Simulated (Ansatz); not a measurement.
Ansatz (an electronic-structure program) input:

Ansatz 0.2 input:
```yaml
crystal:
  periodic: [false, false, false]
  atoms:
    - {symbol: C, position_ang: [-0.04563152, -1.32312721, 0.16488127]}
    - {symbol: C, position_ang: [1.14567647, -0.49369182, 0.45404178]}
    - {symbol: C, position_ang: [0.79663286, 0.86732158, -0.15973297]}
    - {symbol: C, position_ang: [-0.72802214, 0.93498945, -0.05502276]}
    - {symbol: C, position_ang: [-1.17848749, -0.50573097, -0.32425568]}
    - {symbol: H, position_ang: [-0.08232604, -2.38748914, 0.29066565]}
    - {symbol: H, position_ang: [1.30385301, -0.39291571, 1.53862262]}
    - {symbol: H, position_ang: [2.06855719, -0.91828031, 0.04619954]}
    - {symbol: H, position_ang: [1.09422033, 0.88152808, -1.20960917]}
    - {symbol: H, position_ang: [1.28619756, 1.69757187, 0.34745521]}
    - {symbol: H, position_ang: [-1.16215761, 1.65034678, -0.75215568]}
    - {symbol: H, position_ang: [-1.01428399, 1.22401114, 0.95763238]}
    - {symbol: H, position_ang: [-1.34124194, -0.65954342, -1.40181030]}
    - {symbol: H, position_ang: [-2.12449772, -0.75262649, 0.16831869]}
basis:
  gaussian:
    orbitals: def2-TZVP
hamiltonian:
  xc: b3lyp
  dispersion: d3bj
magnetization: {spin_polarized: true, initial_magnetization: 1}
relax: {f_tol: 0.002, max_steps: 150}
```

Question: Predict the final energy.

Answer: -195.98698 Eh (B3LYP-D3(BJ)/def2-TZVP). The basis has 209 functions.

It need not be the lowest isomer of its formula.
